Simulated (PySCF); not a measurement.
Species: C3H7ClOSi.
Structure used (PBE0-D3(BJ)/def2-SVP), in Å, numbered top down from 1:
```
atom  x, y, z in Å
C1     3.1964    0.5467    0.1911
C2     1.8830   -0.0823    0.4979
C3     0.6732    0.3853    0.1780
Cl4    0.4584    1.8949   -0.6945
O5    -0.4662   -0.2388    0.4837
Si6   -2.0621    0.2547    0.2284
H7     3.7647    0.7494    1.1141
H8     3.8216   -0.1197   -0.4262
H9     3.0748    1.4954   -0.3488
H10    1.8653   -1.0312    1.0429
H11   -2.3571    0.3880   -1.2252
H12   -2.8570   -0.8532    0.8188
H13   -2.3458    1.5331    0.9387
```

The closed-shell ground state was solved at several levels (PySCF, density fitting, gas phase, non-relativistic).

| level | basis functions | total energy (Eh) | HOMO (eV) | LUMO (eV) | gap (eV) | dipole (D) |
| --- | --- | --- | --- | --- | --- | --- |
| BP86/pcSseg-1 | 151 | -943.4779 | -5.53 | -0.75 | 4.78 | 0.37 |
| wB97X-D/pcSseg-1 | 151 | -943.3265 | -8.43 | 2.05 | 10.48 | 0.38 |
| PBE0/pcSseg-2 | 328 | -943.0681 | -6.58 | -0.06 | 6.52 | 0.36 |
| LDA/pcSseg-1 | 151 | -939.1342 | -5.57 | -0.97 | 4.60 | 0.35 |
| B97-D/pcSseg-1 | 151 | -943.2845 | -5.39 | -0.52 | 4.87 | 0.36 |
| OPBE/pcSseg-1 | 151 | -943.2388 | -5.39 | -0.56 | 4.83 | 0.41 |
| LC-wPBE/pcSseg-1 | 151 | -943.0619 | -9.23 | 2.48 | 11.71 | 0.34 |
| BLYP/pcSseg-1 | 151 | -943.3288 | -5.26 | -0.52 | 4.74 | 0.34 |

Estimate the row for PBE0/6-311+G(2d,p), a basis of 220 functions; the other rows only guide the guess.

Total energy -943.0317 Eh, HOMO -6.57 eV, LUMO -0.16 eV, gap 6.41 eV, dipole 0.35 D.

Over all these levels, which gives the widest orbital gap and which the narrowest?

LC-wPBE/pcSseg-1 (range-separated hybrid) has the widest, 11.71 eV, and LDA/pcSseg-1 (LDA) the narrowest, 4.60 eV. The two share the basis. From the narrowest to the widest the HOMO moves by -3.66 eV and the LUMO by +3.45 eV.

How far do the dipole and the HOMO energy spread over the levels?

The dipole runs from 0.34 to 0.41 D (mean 0.36 D) and the HOMO from -9.23 to -5.26 eV.

One conformer stands for the species.

Note: B97-D and wB97X-D ran without an empirical dispersion term, which enters the total energy and its gradient alone.
